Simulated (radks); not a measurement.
Question: The neon ion Ne4+, configuration [He] 2s1 2p2 3d1 (not the ground configuration). Method: scalar-relativistic Kohn-Sham, SCAN, spin-unpolarised, spherical densities, finite nucleus; meta-GGA in the generalised Kohn-Sham scheme; Fermi nuclear charge, rms radius 3.0055 fm; computed with a radial shooting solver on a logarithmic mesh with Libxc functionals. Some entries of the table are withheld. Estimate them.

orbital  occ.  eigenvalue (hartree)  <r^2> (bohr^2)
1s          2                   (1)             (2)
2s          1                   (3)          0.6503
2p          2                   (4)          0.5686
3d          1              -1.23975           4.475

Answer: 
(1) 1s eigenvalue (hartree): -36.14699
(2) 1s <r^2> (bohr^2): 0.03326
(3) 2s eigenvalue (hartree): -5.32428
(4) 2p eigenvalue (hartree): -4.52057
